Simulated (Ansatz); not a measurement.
Input file for Ansatz (a program for electronic structure): R-BLYP/def2-TZVPP on GeH3NO (SMILES [NH2][Ge][OH]), a point of a torsion scan.

Ansatz 0.2 input:
```yaml
crystal:
  periodic: [false, false, false]
  atoms:
    - {symbol: N, position_ang: [-1.02244879, -0.07118604, 0.19243105]}
    - {symbol: Ge, position_ang: [0.34367027, -1.11327645, 0.75403037]}
    - {symbol: O, position_ang: [1.57414256, -0.14375911, -0.13531922]}
    - {symbol: H, position_ang: [-1.99658680, -0.18638833, 0.42152173]}
    - {symbol: H, position_ang: [-0.89358942, 0.72658612, -0.41111067]}
    - {symbol: H, position_ang: [2.49259307, -0.39444114, -0.08675668]}
basis:
  gaussian:
    orbitals: def2-TZVPP
hamiltonian:
  xc: {name: BLYP}
scf: {lower_state_search: off}
```

The head of its log:

```
WARN ansatz: RAYON_NUM_THREADS=1 ignored (pool sized by the plan → 1); use --threads N
Functional definition: BLYP
these checks for a lower state are left out or cut short: stability, starts, cluster_reference, orbital_swaps, neighbouring_geometries, increment
integrals: 0.06 GiB planned
841 factors; their error is unknown
mean field: 0.45 GiB planned
mean field evaluation 1: about -60089.0653 eV, gradient 1.1e2 eV
mean field evaluation 2: about -59970.1463 eV, gradient 2.3e2 eV
```

### Question
Give the final energy of this run.

### Answer
-2208.9268 hartree.
